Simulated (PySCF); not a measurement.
Compound: CH₇FN₂SSi.
Atom-mapped SMILES: `[CH3:1][S:2][Si:3]([NH2:4])([NH2:5])[F:6]` (hydrogens: H7, H8, H9 on C1; H10, H11 on N4; H12, H13 on N5)

Method: PBE0-D3(BJ)/def2-SVP geometry optimisation, gas phase in PySCF.

Question: List the bond lengths, angles and torsions at this level.

Answer: 
| bond | length (Å) |
| --- | --- |
| C1–S2 | 1.826 |
| S2–Si3 | 2.134 |
| Si3–N4, Si3–N5 | 1.703 |
| Si3–F6 | 1.633 |
| C1–H7, C1–H8, C1–H9 | 1.098 |
| N4–H10 and 3 like bonds | 1.012 |

Bonds in one row agree within 0.01 Å and their mean is given. A selection of angles:
| angle | degrees |
| --- | --- |
| S2–C1–H7 | 111.6 |
| S2–C1–H8 | 110.5 |
| S2–C1–H9 | 106.8 |
| H7–C1–H8 | 109.7 |
| C1–S2–Si3 | 100.6 |
| S2–Si3–N4 | 114.9 |
| S2–Si3–N5 | 109.5 |
| S2–Si3–F6 | 104.8 |
| N4–Si3–N5 | 108.9 |
| N4–Si3–F6 | 105.9 |
| N5–Si3–F6 | 112.9 |
| Si3–N4–H10 | 120.0 |
| Si3–N4–H11 | 121.6 |
| H10–N4–H11 | 112.5 |

Dihedral angles: C1–S2–Si3–N4 -154° (antiperiplanar). The mirror-image conformer, all signs reversed, is as good.

Of the pairs four or more bonds apart, F6···H8 is among the closest relative to their van der Waals radii: 2.53 Å, 95 % of the sum of Bondi's values. Si3 (fluorine-bound silicon) is distorted tetrahedral (angles from 104.8° to 114.9°). N4 (silicon-bound nitrogen) has angles 121.6°, 120.0° and 112.5°, sum 354.2°, 0.17 Å off the plane of its three neighbours.

Point group: C1 (no symmetry element, even within 0.4 Å). PBE0-D3(BJ)/def2-SVP frequencies: not computed here. One conformer, not necessarily the lowest (C1–S2–Si3–N4 -154°, S2–Si3–N4–H -84° and 67°, S2–Si3–N5–H -16° and -174°).

Hardware: an Arm Neoverse V1 with one thread, shared host. Cost: 3.4 min wall, 0.53 GiB resident at most. These figures are those of the optimisation.
